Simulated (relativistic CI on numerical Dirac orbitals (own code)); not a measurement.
**Line list: Electric-dipole lines, Er XXVII**

Calculated at this level of theory: Dirac-Coulomb-Breit CI, orbitals from a KLI potential per configuration, a model potential for QED, unscaled Slater integrals (own radial code, finite nucleus).

Configuration list (outside the closed core [Ar] 3d10): 4s2.4p6.4d6, 4s2.4p5.4d7, 4s2.4p6.4d5.4f, 4s.4p6.4d7, 4s2.4p5.4d6.4f, 4s.4p6.4d6.4f, 4s2.4p6.4d5.5s, 4s2.4p6.4d5.5p, 4s2.4p6.4d4.4f.5s, 4s2.4p6.4d5.5d, 4s2.4p5.4d6.5s, 4s2.4p6.4d4.5s.5p, 4s2.4p6.4d5.5f, 4s2.4p6.4d5.6s, 4s.4p6.4d6.5s, 4p6.4d7.5p, 4p6.4d8, 4p5.4d9, 4p5.4d8.4f, 4s2.4p6.4d4.5s2, 4s2.4p6.4d3.4f.5s2, 4s2.4p5.4d4.4f.5s2, 4s.4p6.4d4.4f.5s2. Double excitations out of closed p, d and f shells are left out; levels of such configurations are missing from the list, as are those of other unlisted configurations, and high levels can miss mixing partners. These lack a partner that the ground configuration has and come out too high: 4s2.4p5.4d6.5s.

| λ vac (nm) | Lower | Upper | A (s⁻¹) | log gf | S velocity/length |
| --- | --- | --- | --- | --- | --- |
| 5.9846 | 4s2.4p6.4d6 5D_4 [1] | 4s2.4p6.4d5.4f 3H°_5 [395] | 1.63e+10 | -1.02 | 0.77 |
| 6.2680 | 4s2.4p6.4d6 5D_3 [4] | 4s2.4p6.4d5.4f 3D°_3 [381] | 6.58e+10 | -0.57 | 0.72 |
| 6.2839 | 4s2.4p6.4d6 5D_4 [5] | 4s2.4p6.4d5.4f 1F°_3 [389] | 4.00e+10 | -0.78 | 0.83 |
| 6.2890 | 4s2.4p6.4d6 5D_3 [4] | 4s2.4p6.4d5.4f 3F°_2 [375] | 4.03e+10 | -0.92 | 0.56 |
| 6.7000 | 4s2.4p6.4d6 5D_1 [6] | 4s2.4p6.4d5.4f 3D°_2 [280] | 4.19e+10 | -0.85 | 0.62 |
| 6.7370 | 4s2.4p6.4d6 3H_5 [19] | 4s2.4p6.4d5.4f 3H°_5 [387] | 4.39e+10 | -0.48 | 0.53 |
| 6.8211 | 4s2.4p6.4d6 3H_5 [19] | 4s2.4p6.4d5.4f 3G°_4 [370] | 4.39e+10 | -0.56 | 0.47 |
| 6.8391 | 4s2.4p6.4d6 3G_3 [22] | 4s2.4p6.4d5.4f 3F°_2 [382] | 9.73e+10 | -0.47 | 0.54 |
| 6.8518 | 4s2.4p6.4d6 5D_3 [4] | 4s2.4p6.4d5.4f 3F°_4 [218] | 2.00e+10 | -0.90 | 0.64 |
| 6.8995 | 4s2.4p6.4d6 1G_4 [24] | 4s2.4p6.4d5.4f 1F°_3 [389] | 7.06e+10 | -0.45 | 0.39 |
| 6.9014 | 4s2.4p6.4d6 3H_6 [7] | 4s2.4p6.4d5.4f 3G°_5 [247] | 2.99e+10 | -0.63 | 0.34 |
| 6.9078 | 4s2.4p6.4d6 3G_3 [10] | 4s2.4p6.4d5.4f 1D°_2 [272] | 5.28e+10 | -0.72 | 0.48 |
| 6.9394 | 4s2.4p6.4d6 3H_6 [7] | 4s2.4p6.4d5.4f 3H°_5 [237] | 3.19e+10 | -0.60 | 0.52 |
| 6.9523 | 4s2.4p6.4d6 1I_6 [21] | 4s2.4p6.4d5.4f 3G°_5 [347] | 8.50e+10 | -0.17 | 0.55 |
| 7.8363 | 4s2.4p6.4d6 3G_5 [8] | 4s2.4p5.4d7 3F°_4 [80] | 4.72e+10 | -0.41 | 1.43 |
| 7.8669 | 4s2.4p6.4d6 1I_6 [21] | 4s2.4p6.4d5.4f 5H°_5 [147] | 2.91e+10 | -0.53 | 1.28 |
| 7.8931 | 4s2.4p6.4d6 3H_6 [7] | 4s2.4p5.4d7 3G°_5 [78] | 5.13e+10 | -0.28 | 1.35 |
| 7.9632 | 4s2.4p6.4d6 5D_4 [1] | 4s2.4p5.4d7 5P°_3 [43] | 4.76e+10 | -0.50 | 1.52 |
| 7.9812 | 4s2.4p6.4d6 5D_4 [1] | 4s2.4p5.4d7 3F°_4 [41] | 1.76e+10 | -0.82 | 0.90 |
| 7.9841 | 4s2.4p6.4d6 3G_3 [10] | 4s2.4p5.4d7 3D°_3 [79] | 3.07e+10 | -0.69 | 0.89 |
| 8.0530 | 4s2.4p6.4d6 5D_3 [4] | 4s2.4p5.4d7 5P°_2 [55] | 3.03e+10 | -0.83 | 1.44 |
| 8.0557 | 4s2.4p6.4d6 3H_6 [7] | 4s2.4p5.4d7 3H°_6 [67] | 3.28e+10 | -0.38 | 1.35 |
| 8.0621 | 4s2.4p6.4d6 3P_2 [2] | 4s2.4p5.4d7 3P°_1 [45] | 4.34e+10 | -0.90 | 1.01 |
| 8.0728 | 4s2.4p6.4d6 5D_3 [4] | 4s2.4p5.4d7 5P°_3 [54] | 1.73e+10 | -0.93 | 1.34 |
| 8.1085 | 4s2.4p6.4d6 5D_4 [5] | 4s2.4p5.4d7 3G°_4 [57] | 1.70e+10 | -0.82 | 1.01 |
| 8.1345 | 4s2.4p6.4d6 5D_4 [1] | 4s2.4p5.4d7 5D°_4 [39] | 3.09e+10 | -0.56 | 1.01 |
| 8.1740 | 4s2.4p6.4d6 5D_4 [5] | 4s2.4p5.4d7 3G°_4 [52] | 2.02e+10 | -0.74 | 1.03 |
| 8.2186 | 4s2.4p6.4d6 3G_5 [8] | 4s2.4p5.4d7 3H°_5 [58] | 2.91e+10 | -0.49 | 0.96 |
| 8.2765 | 4s2.4p6.4d6 3P_2 [2] | 4s2.4p5.4d7 3P°_2 [40] | 2.98e+10 | -0.81 | 1.28 |
| 8.3347 | 4s2.4p6.4d6 5D_4 [1] | 4s2.4p5.4d7 5F°_5 [36] | 1.75e+10 | -0.70 | 0.87 |

Terms are leading LS components. Brackets give the number of a level in order of energy, since labels repeat. The list gives strong lines, with weight on those to low levels, among the lowest 400 of 9517 levels, so that lines to higher ones, which can be the strongest, are missing. Levels whose partners in the same complex of configurations lie outside the list can be far off, and so can their lines. Rates are taken at the computed energies, electric ones in the length gauge. A velocity-to-length ratio far from 1 marks an uncertain rate.

At this charge energies of transitions that change n are usually good to better than 1 %, and those within a shell (Δn = 0) to a few per cent. Terms inside the open d or f shell come out 10 to 20 % too wide with unscaled integrals.

LS names give the leading component of a level, which can be under half, so a name can repeat, a term be missing and a line seem to break the LS rules.
